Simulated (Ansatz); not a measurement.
Basis-set extrapolation for AlH$_{5}$NOSi, SMILES `[NH2][Al][O][SiH3]` radical (PBE0-D4/def2-TZVP geometry, frozen core, Ansatz). Multiplicity 2, UHF reference.

|  | def2-TZVPP | def2-QZVPP |
| --- | --- | --- |
| HF | -663.272893 | -663.296826 |
| MP2 correlation | -0.630521 | -0.679271 |
| CCSD(T) correlation | -0.685751 | not run |

Energies in hartree. Use E(X) = E(∞) + A·exp(−7.88·√X) for Hartree–Fock and E(X) = E(∞) + B·X^(−2.97) for correlation, with X = 3 and 4, and add CCSD(T) minus MP2 of the smaller set to the MP2 limit.

Question: What is the CCSD(T) energy at the basis-set limit?

Answer: HF limit: -663.296826 + (-0.023933) × 0.13774 = -663.30012. MP2 limit: -0.679271 + (-0.048750) × 0.74074 = -0.71538. Higher-order term: -0.685751 − (-0.630521) = -0.05523. Total: -664.07073 hartree, 294.3 kJ/mol below CCSD(T)/def2-TZVPP.
